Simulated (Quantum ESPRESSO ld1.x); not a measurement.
Charge is removed step by step from the 4f level of Yb+, starting from [Xe] 4f14 6s1. Calculated with ld1.x of Quantum ESPRESSO 7.5: scalar-relativistic Kohn-Sham, PW91, spin-unpolarised, spherical densities, point nucleus.

removed (e)  E - E(0) (eV)  eigenvalue (eV)  E minus straight line (eV)
0                    0.000           -9.816                       0.000
0.25                 2.946          -13.729                      -1.574
0.5                  6.904          -17.893                      -2.137
0.75                11.931          -22.281                      -1.630
1                   18.082          -26.870                       0.000

Removing the whole electron costs 18.082 eV by Delta-SCF, against 9.816 eV from minus the eigenvalue at the starting occupation. Slater's transition state (half an electron removed) gives 17.893 eV. Integrating minus the eigenvalue over the occupation (Janak's theorem) gives 18.043 eV. In this scalar-relativistic scheme the density is built from large components alone, so the theorem holds only approximately. The mean slope of the eigenvalue, de/dn, is 17.1 eV per electron.
